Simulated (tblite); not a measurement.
Compound: C₇H₁₄N₃ (charge +1).
Bonds: C1–C2, C2–C3 (aromatic), C3–N4 (aromatic), N4–C5, N4–N6 (aromatic), N6–N7 (aromatic), N7–C8, C8–C9, C8–C10, C2–N7 (aromatic). Hydrogens: H11, H12, H13 on C1; H14 on C3; H15, H16, H17 on C5; H18 on C8; H19, H20, H21 on C9; H22, H23, H24 on C10.
Bond orders are those of one Lewis drawing.

Computed with GFN2-xTB (tblite), gas phase: L-BFGS steps from a force-field or distance-geometry start until the largest atomic force falls under 0.01 eV/Å.

Step 0: E = -829.8835 eV
```
atom  x, y, z in Å  |  force x, y, z in eV/Å
C1     -0.5097    2.5107   -0.4743   -0.414   0.424   0.117
C2     -0.8548    1.1289   -0.1441    1.351  -2.001   0.405
C3     -2.0398    0.5142    0.1508   -0.185  -1.356   0.186
N4     -1.7385   -0.8010    0.3829   -0.557  -1.422   0.508
C5     -2.6753   -1.8844    0.7473    0.161   1.120  -0.327
N6     -0.4604   -1.1008    0.2885   -1.244   3.429  -0.593
N7      0.0821    0.0774   -0.0318    0.274  -0.110   0.019
C8      1.5442    0.1454   -0.2228    0.022  -0.014  -0.155
C9      2.2911   -0.2199    1.0559   -0.264   0.164   0.674
C10     1.9712   -0.7414   -1.3902   -0.138  -0.100  -0.364
H11    -1.4256    3.1267   -0.4918    0.417  -0.299   0.013
H12    -0.0537    2.5499   -1.4589    0.166   0.143  -0.018
H13     0.1646    2.9246    0.2811   -0.004  -0.006  -0.236
H14    -3.0684    0.8442    0.2047    0.441   0.048  -0.052
H15    -3.6963   -1.4801    0.7870    0.360  -0.134   0.006
H16    -2.6230   -2.6628   -0.0111    0.045  -0.041   0.058
H17    -2.3985   -2.2888    1.7193    0.029  -0.017  -0.065
H18     1.7929    1.1703   -0.4808   -0.126   0.312  -0.011
H19     2.1061   -1.2531    1.3544    0.011   0.110  -0.166
H20     3.3702   -0.0807    0.9325   -0.384  -0.016  -0.083
H21     1.9547    0.4291    1.8854    0.225  -0.264  -0.351
H22     1.4260   -0.4692   -2.3024    0.138  -0.074   0.216
H23     1.7903   -1.7917   -1.1800   -0.079   0.004   0.073
H24     3.0389   -0.6279   -1.5939   -0.244   0.101   0.147
```

Step 1: E = -830.1150 eV
```
atom  x, y, z in Å  |  force x, y, z in eV/Å
C1     -0.5156    2.5168   -0.4726   -0.015  -0.522   0.083
C2     -0.8355    1.1004   -0.1383    0.224  -0.387   0.176
C3     -2.0424    0.4948    0.1534    0.200  -0.802   0.056
N4     -1.7464   -0.8213    0.3902   -0.499   0.430   0.053
C5     -2.6730   -1.8684    0.7427    0.171  -0.064  -0.026
N6     -0.4782   -1.0518    0.2800   -0.149   0.323  -0.051
N7      0.0860    0.0758   -0.0315    0.213   0.628  -0.146
C8      1.5445    0.1452   -0.2250    0.144  -0.053  -0.027
C9      2.2874   -0.2175    1.0655   -0.139  -0.016   0.027
C10     1.9692   -0.7428   -1.3954   -0.069  -0.084  -0.005
H11    -1.4197    3.1224   -0.4916    0.049  -0.141   0.031
H12    -0.0514    2.5519   -1.4592    0.058   0.133   0.109
H13     0.1645    2.9245    0.2778   -0.008   0.029  -0.172
H14    -3.0621    0.8449    0.2039    0.392   0.073  -0.056
H15    -3.6911   -1.4820    0.7871    0.145   0.039  -0.010
H16    -2.6224   -2.6634   -0.0103    0.009   0.093   0.169
H17    -2.3981   -2.2891    1.7184   -0.049   0.059  -0.230
H18     1.7911    1.1747   -0.4810   -0.156   0.190   0.009
H19     2.1062   -1.2516    1.3521   -0.021   0.030  -0.098
H20     3.3647   -0.0809    0.9313   -0.334  -0.006  -0.046
H21     1.9579    0.4254    1.8803    0.067  -0.005  -0.002
H22     1.4279   -0.4703   -2.2993    0.013  -0.021   0.002
H23     1.7892   -1.7916   -1.1790   -0.081  -0.013   0.051
H24     3.0354   -0.6264   -1.5918   -0.165   0.088   0.103
```

Step 2: E = -830.1472 eV
```
atom  x, y, z in Å  |  force x, y, z in eV/Å
C1     -0.5165    2.5088   -0.4711   -0.014  -0.383   0.052
C2     -0.8296    1.0907   -0.1348    0.003   0.131   0.048
C3     -2.0394    0.4793    0.1547   -0.111   0.052  -0.046
N4     -1.7556   -0.8166    0.3919    0.107   0.006   0.028
C5     -2.6699   -1.8676    0.7417   -0.004  -0.039  -0.002
N6     -0.4827   -1.0409    0.2782    0.047  -0.076   0.020
N7      0.0900    0.0860   -0.0339    0.036   0.110  -0.013
C8      1.5469    0.1443   -0.2257    0.099   0.104  -0.036
C9      2.2847   -0.2175    1.0671   -0.133  -0.033  -0.078
C10     1.9678   -0.7444   -1.3961   -0.071  -0.044   0.055
H11    -1.4182    3.1196   -0.4911    0.044  -0.189   0.040
H12    -0.0502    2.5544   -1.4574    0.029   0.076   0.125
H13     0.1644    2.9250    0.2745   -0.018  -0.007  -0.145
H14    -3.0549    0.8462    0.2029    0.405   0.060  -0.059
H15    -3.6882   -1.4815    0.7869    0.110   0.028  -0.008
H16    -2.6221   -2.6619   -0.0074    0.037   0.035   0.083
H17    -2.3989   -2.2881    1.7145    0.002   0.026  -0.127
H18     1.7883    1.1784   -0.4809   -0.114   0.101   0.015
H19     2.1059   -1.2509    1.3502   -0.046  -0.023  -0.069
H20     3.3586   -0.0810    0.9304   -0.222   0.002  -0.046
H21     1.9594    0.4248    1.8797    0.016   0.045   0.066
H22     1.4284   -0.4707   -2.2989   -0.017  -0.015  -0.033
H23     1.7877   -1.7918   -1.1780   -0.084  -0.039   0.050
H24     3.0323   -0.6248   -1.5898   -0.102   0.072   0.080
```

Question: Estimate the geometry and energy of step 3. (The exact step hangs on the optimiser's Hessian estimate; all steps are aligned on step 2, rigid shifts and turns removed.)

Answer: E = -830.1567 eV, largest force 0.249 eV/Å
```
atom  x, y, z in Å  |  force x, y, z in eV/Å
C1     -0.5171    2.5009   -0.4698    0.010  -0.093   0.009
C2     -0.8277    1.0901   -0.1331   -0.149   0.022   0.053
C3     -2.0408    0.4765    0.1542    0.204   0.124  -0.072
N4     -1.7558   -0.8162    0.3930    0.143  -0.008   0.000
C5     -2.6693   -1.8676    0.7413    0.013   0.005  -0.013
N6     -0.4833   -1.0384    0.2779    0.153  -0.113   0.021
N7      0.0915    0.0899   -0.0346   -0.029  -0.066   0.034
C8      1.5491    0.1460   -0.2266   -0.013   0.089  -0.027
C9      2.2817   -0.2180    1.0663   -0.123   0.009  -0.043
C10     1.9663   -0.7455   -1.3955   -0.068   0.000   0.039
H11    -1.4169    3.1156   -0.4903    0.038  -0.208   0.042
H12    -0.0493    2.5562   -1.4549    0.023   0.032   0.104
H13     0.1641    2.9250    0.2713   -0.015  -0.030  -0.114
H14    -3.0462    0.8475    0.2017    0.147   0.133  -0.045
H15    -3.6855   -1.4810    0.7867    0.052   0.044  -0.008
H16    -2.6214   -2.6610   -0.0054    0.040  -0.012   0.025
H17    -2.3990   -2.2875    1.7115    0.024  -0.006  -0.044
H18     1.7857    1.1810   -0.4806   -0.076   0.098   0.004
H19     2.1050   -1.2511    1.3485   -0.066  -0.042  -0.063
H20     3.3534   -0.0810    0.9294   -0.139   0.004  -0.049
H21     1.9600    0.4254    1.8806    0.002   0.025   0.046
H22     1.4282   -0.4711   -2.2993   -0.020  -0.022  -0.021
H23     1.7860   -1.7925   -1.1769   -0.083  -0.038   0.054
H24     3.0298   -0.6232   -1.5880   -0.069   0.053   0.066
```

The energy changes by -0.0096 eV. The first-order estimate −F·Δx gives -0.0137 eV and the mean of the old and new forces, exact on a quadratic surface, -0.0096 eV. The step makes an angle of 26° with the force vector and moves no atom by more than 0.009 Å.

What follows is the cost of the whole relaxation. Hardware: one thread of an Arm Neoverse V1, shared host with 64 logical CPUs at a one-minute load of 34. Cost: 0.35 s wall.
